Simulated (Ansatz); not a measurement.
Species: SnCl$_{2}$, charge 1, doublet. SnCl2+ (parent SMILES [Cl][Sn][Cl], doublet).
B3LYP-D3(BJ)/def2-TZVP minimum from Ansatz (a first-principles code):
```
Sn
Cl 1 2.3045
Cl 1 2.3045 2 119.00
```
Charge +1, spin multiplicity 2.

Total energies in def2-SVP, 17 correlated electrons, 19 frozen orbitals. UHF or UKS for unpaired electrons; spin-orbit terms are left out. Correlated methods leave the cores frozen (noble-gas shells, and filled d and f shells in the p block). Past Kr the def2 sets carry scalar-relativistic core potentials. Spin-orbit terms, left out, reach several kcal/mol for Br and I, and more for heavier atoms. The UHF reference of Cl2Sn+ (parent SMILES [Cl][Sn][Cl], doublet) is spin-contaminated (<S^2> up to 0.03 over the pure value in the sets run). The spin of Cl2Sn+ (parent SMILES [Cl][Sn][Cl], doublet) was assumed, and the state is the lowest solution found for it.

```csv
method,program,energy (Eh),minus CCSDT(Q) (mEh)
HF,Ansatz,-1131.83239,354.96
MP2,Ansatz,-1132.14401,43.34
CCSD,Ansatz,-1132.17445,12.90
CCSD(T),Ansatz,-1132.18488,2.47
CCSDT(Q),Ansatz,-1132.18735,0.00
```

Rough core times of Ansatz's runs on a shared machine: CCSD(T) under 20 s, CCSDT(Q) 4 min.
